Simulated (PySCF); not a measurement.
## Excitation energy of Be⁺ by level of theory

Be⁺ [He] 2s1 (2S) → Be⁺ [He] 2p1 (2P), as a difference of total energies. Calculation: PySCF 2.14, in aug-cc-pCVDZ (5s4p2d, 27 functions); the non-relativistic Hamiltonian (point nucleus). Correlated levels: valence and next inner shell: nothing frozen. The calculations carry no spin-orbit coupling.

```json
{"method": "UHF", "excitation energy (cm⁻¹)": "32386", "error (cm⁻¹)": "+452"}
{"method": "MP2 (valence and next inner shell)", "excitation energy (cm⁻¹)": "32404", "error (cm⁻¹)": "+471"}
{"method": "SCS-MP2 (valence and next inner shell)", "excitation energy (cm⁻¹)": "32451", "error (cm⁻¹)": "+518"}
{"method": "CCSD (valence and next inner shell)", "excitation energy (cm⁻¹)": "32404", "error (cm⁻¹)": "+471"}
{"method": "CCSD(T) (valence and next inner shell)", "excitation energy (cm⁻¹)": "32404", "error (cm⁻¹)": "+471"}
{"method": "CCSDT (valence and next inner shell)", "excitation energy (cm⁻¹)": "32404", "error (cm⁻¹)": "+471"}
{"method": "FCI (valence and next inner shell)", "excitation energy (cm⁻¹)": "32404", "error (cm⁻¹)": "+471"}
```

Reference: 31933 cm⁻¹ (measured; NIST levels, between the centres of gravity of the two terms).

Errors of the correlated levels include the incompleteness of this basis.
